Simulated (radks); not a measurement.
Trend from Ni3+ to Pt3+: ionisation energy by Delta-SCF between NIST ground configurations, and size. All-electron calculation, Dirac Kohn-Sham, PBEsol, spin-unpolarised, spherical densities, finite nucleus; open shells are shared between the two j in proportion to 2j + 1; Fermi nuclear charge, rms radius of each element as measured or else 0.836 A^(1/3) + 0.57 fm. Program: a radial shooting solver on a logarithmic mesh with Libxc functionals.

species,configuration,configuration of the ion,IE (eV),NIST (eV),kind,-e(HOMO) (eV),outermost,<r> outermost (bohr)
Ni3+,[Ar] 3d7,[Ar] 3d6,57.519,54.9,semi-emp.,46.918 (3d5/2),3d5/2,0.897
Pd3+,[Kr] 4d7,[Kr] 4d6,49.319,46,theory,41.383 (4d5/2),4d5/2,1.31
Pt3+,[Xe] 4f14 5d7,[Xe] 4f14 5d6,45.667,43,theory,38.118 (5d5/2),5d5/2,1.51

Reference values: NIST Atomic Spectra Database (exp. = measured, semi-emp. = semi-empirical, theory = theoretical value adopted there). Spin polarisation and multiplet splitting are left out, so open shells lie too high by an amount that depends on their filling. Sharing an open shell by 2j + 1 raises it above the true ground level by a part of the spin-orbit splitting, which enters the differences from NIST.

Beside tabulated values, note that spin-unpolarised runs miss the spin-polarisation part of the exchange energy of open shells.
